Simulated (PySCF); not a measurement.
**UHF on Cl (chlorine, neutral)**

Configuration: [Ne] 3s2 3p5, 2P determinant. All numbers are calculated (PySCF 2.14, scalar relativity by spin-free X2C-1e, in cc-pVDZ-DK (4s3p1d, 18 functions)).

```
Total energy                                                  : -460.878426 hartree
One-electron energy                                           : -636.8322 hartree
Hartree (Coulomb) energy                                      : 203.6344 hartree
Exchange energy                                               : -27.6805 hartree
⟨S²⟩                                                          : 0.7556
⟨L²⟩                                                          : 2.018
Sum of ⟨r⟩                                                    : 15.75 bohr
Sum of ⟨r²⟩                                                   : 27.25 bohr²
Traceless quadrupole moment −½Σ⟨3z² − r²⟩ along its main axis : 1.69 e·bohr²
Langevin diamagnetic susceptibility                           : -21.6 ×10⁻⁶ cm³/mol
Time after the integrals                                      : 0.06 s of wall time on 1 thread of Intel(R) Xeon(R) 6975P-C (shared host)
```

```tsv
shell	electrons	mean orbital energy (eV)	spread (eV)	rms radius, mean of both spins (bohr)
1s α	1	-2864.2	0	0.105
1s β	1	-2863.9	0	0.105
2s α	1	-290.46	0	0.479
2s β	1	-290.15	0	0.479
2p α	3	-219.80	0.700	0.451
2p β	3	-219.26	0.461	0.451
3s α	1	-30.979	0	1.67
3s β	1	-27.686	0	1.67
3p α	3	-14.251	2.031	2.00
3p β	2	-12.912	0	2.00
```

Densities and radii are taken from the X2C orbitals without a picture-change correction, which distorts them close to the nucleus.
